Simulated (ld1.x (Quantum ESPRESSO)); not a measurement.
## Pt: variants of one PAW potential

Base potential:

```
Element                 : Pt
Generator               : ld1.x (Quantum ESPRESSO) 7.5
Type                    : PAW
Functional              : LDA (PZ)
Relativity              : scalar-relativistic
Frozen core             : [Xe] 4f14
Valence charge          : 10
Reference configuration : 5d8 6s2 6p0
Partial waves           : 6s (bound): rcut 2.40, rcutus 2.60 bohr; 6s channel at 2.35 Ry: rcut 2.40, rcutus 2.60 bohr; 6p (bound, empty): rcut 2.40, rcutus 2.80 bohr; 6p channel at 1.2 Ry: rcut 2.40, rcutus 2.80 bohr; 5d (bound): rcut 1.25, rcutus 1.55 bohr; 5d channel at 1.5 Ry: rcut 1.25, rcutus 1.55 bohr
Local potential         : all-electron potential smoothed inside 1.40 bohr (lloc = -1)
Core correction         : Bessel-smoothed model core, default radius (core density twice the valence density)
Augmentation charge     : PSQ, inside the norm-conserving radii
```

All-electron outer shells of the reference configuration (LDA (PZ), scalar-relativistic, ld1.x):

| shell | level (eV) | outermost node (bohr) | outermost maximum (bohr) |
| --- | --- | --- | --- |
| 4f | -73.31 | – | 0.38 |
| 5p | -58.83 | 0.53 | 0.98 |
| 5d | -8.25 | 0.57 | 1.24 |
| 6s | -6.78 | 1.14 | 2.32 |
| 6p | -1.30 | 1.35 | 3.38 |

Cutoffs, loose and tight: the cutoffs (Ry, on a coarse ladder) from which the occupation-weighted sum of valence levels, in a spherical-Bessel basis at the reference potential, stays within 10 and 1 mRy of its value at 400 Ry. They do not see the model core or the augmentation charge, which bear on the density cutoff. Test errors are all-electron minus pseudo excitation energies from the reference, over the configurations 5d9 6s1 6p0; 5d9 6s0 6p0; 5d8 6s0 6p0; 5d8 6s1 6p0; 5d10 6s0 6p0; 5d9.5 6s0.5 6p0; 5d7 6s0 6p0 (two spin-polarised tests are not counted in the largest error). A dash means not determined; rows that change the core or the reference have their own tests.

A true bound ghost makes a file unfit for plane-wave use even where its test errors are small: the radial tests pick states by their node count and pass the ghost by.

Cutoffs are not given where the Bessel-basis levels miss the radial ones by over 6 mRy, ghosts where they miss by over 20 mRy; a channel whose overlap is not positive is not tested.

A file whose overlap is not positive is unfit for use, and its test errors describe a broken file.

| change | outcome | cutoff, loose | cutoff, tight | bound ghosts | largest test error (meV) |
| --- | --- | --- | --- | --- | --- |
| base | generated | 45 Ry | 80 Ry | s, p | -103 |
| local potential all-electron potential smoothed inside 1.14 bohr (lloc = -1) | generated, overlap not positive | – | – | p (s not tested, overlap not positive) | -103 |
| local potential all-electron potential smoothed inside 1.34 bohr (lloc = -1) | generated, overlap not positive | – | – | p (s not tested, overlap not positive) | -103 |
| local potential all-electron potential smoothed inside 1.58 bohr (lloc = -1) | generated, overlap not positive | – | – | s, p (d not tested, overlap not positive) | -101 |
| local potential all-electron potential smoothed inside 2.22 bohr (lloc = -1) | generated | 45 Ry | 80 Ry | none | -104 |
| local potential all-electron potential smoothed inside 2.52 bohr (lloc = -1) | generated | 45 Ry | 80 Ry | none | -104 |
| local potential all-electron potential smoothed inside 2.84 bohr (lloc = -1) | generated | 45 Ry | 80 Ry | none | -104 |
| local potential all-electron potential smoothed inside 2.98 bohr (lloc = -1) | generated | 45 Ry | 80 Ry | none | -104 |
| local potential all-electron potential smoothed inside 3.24 bohr (lloc = -1) | generated | 45 Ry | 80 Ry | none | -104 |

Problem. What comes out with this change to the base: local potential all-electron potential smoothed inside 2.02 bohr (lloc = -1)?

Solution. outcome: generated; cutoff, loose: 45 Ry; cutoff, tight: 70 Ry; bound ghosts: none; largest test error (meV): -104.

Problem. What comes out with this change to the base: local potential all-electron potential smoothed inside 1.82 bohr (lloc = -1)?

Solution. outcome: generated; cutoff, loose: 45 Ry; cutoff, tight: 70 Ry; bound ghosts: s; largest test error (meV): -104.

Reading the sweep of the rcloc (base included, trends over the rows without a ghost): The loose cutoff stays near 45 Ry. The median size of the test errors (rows with all tests solved) stays near 35.8 meV. Bound ghosts are found at 1.14, 1.34, 1.4, 1.58, 1.82 bohr.
